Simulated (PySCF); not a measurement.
## Mayer bond orders and bond lengths

Species: C6H7ClN2O.
SMILES with atom numbers: `[CH3:1][C:2](=[O:3])[c:4]1[cH:5][n:6]([CH3:7])[n:8][c:9]1[Cl:10]` (hydrogens: H11, H12, H13 on C1; H14 on C5; H15, H16, H17 on C7)

Structure used (GFN2-xTB), in Å, numbered top down from 1:
```xyz
17
C6H7ClN2O angstrom
C     -3.003   -0.033    0.081
C     -1.778    0.833   -0.021
O     -1.836    2.034   -0.171
C     -0.481    0.153    0.070
C      0.750    0.800   -0.003
N      1.706   -0.124    0.117
C      3.128    0.063    0.102
N      1.197   -1.348    0.266
C     -0.114   -1.206    0.240
Cl    -1.106   -2.571    0.404
H     -3.005   -0.562    1.032
H     -3.000   -0.775   -0.714
H     -3.892    0.586    0.002
H      0.954    1.843   -0.132
H      3.557   -0.294    1.039
H      3.350    1.120   -0.025
H      3.568   -0.508   -0.717
```

Bond orders from the PBE0/pcSseg-1 density (PySCF). The structure is a single GFN2-xTB conformer in the gas phase; no vibrational or solvent corrections. GFN2-xTB frequencies show an imaginary mode (37i cm⁻¹), so this geometry is no minimum at that level.

(1) Where do the orders between heavy atoms depart from those drawn in the SMILES?

(2) Set the Mayer orders of the bonds between heavy atoms beside their lengths.

## Answers

(1) The largest departure is 0.339, at C5–N6 (drawn aromatic, 1.161), counting aromatic bonds as 1.5. The bonds drawn aromatic range from 1.16 to 1.50.

(2) 
```json
{"bond": "C1–C2", "drawn as": "single", "length (Å)": "1.503", "Mayer order": "1.050"}
{"bond": "C2–O3", "drawn as": "double", "length (Å)": "1.212", "Mayer order": "1.987"}
{"bond": "C2–C4", "drawn as": "single", "length (Å)": "1.467", "Mayer order": "0.940"}
{"bond": "C4–C5", "drawn as": "aromatic", "length (Å)": "1.393", "Mayer order": "1.381"}
{"bond": "C5–N6", "drawn as": "aromatic", "length (Å)": "1.335", "Mayer order": "1.161"}
{"bond": "N6–C7", "drawn as": "single", "length (Å)": "1.435", "Mayer order": "0.910"}
{"bond": "N6–N8", "drawn as": "aromatic", "length (Å)": "1.333", "Mayer order": "1.172"}
{"bond": "N8–C9", "drawn as": "aromatic", "length (Å)": "1.319", "Mayer order": "1.497"}
{"bond": "C9–Cl10", "drawn as": "single", "length (Å)": "1.696", "Mayer order": "1.080"}
{"bond": "C9–C4", "drawn as": "aromatic", "length (Å)": "1.418", "Mayer order": "1.181"}
```

By pair of heavy elements: C–C: lowest C2–C4 (0.940, 1.467 Å), highest C4–C5 (1.381, 1.393 Å); in 1 of the 6 pairs the longer bond (by over 0.003 Å) has the higher order (by 0.02 or more). C–N: lowest N6–C7 (0.910, 1.435 Å), highest N8–C9 (1.497, 1.319 Å).

Q: And the bonds to hydrogen?

A: C–H: 0.94 to 0.96 (7 bonds).

Q: Sum the orders of all bonds at each heavy atom with more than one neighbour and set the sums beside the valence in the SMILES.

A: C1 3.880 (drawn 4), C2 3.977 (drawn 4), C4 3.502 (drawn 4), C5 3.507 (drawn 4), N6 3.243 (drawn 3), C7 3.779 (drawn 4), N8 2.669 (drawn 3), C9 3.758 (drawn 4). Orders between atoms that aren't bonded are not in these sums.

For a closed shell the Mayer order of atoms A and B is Σ (PS)μν (PS)νμ over the basis functions μ on A and ν on B, with P the density and S the overlap matrix.

These values come from a run that also computed NMR shieldings. Rough CPU time on one thread of a shared machine: about 1.8 min.
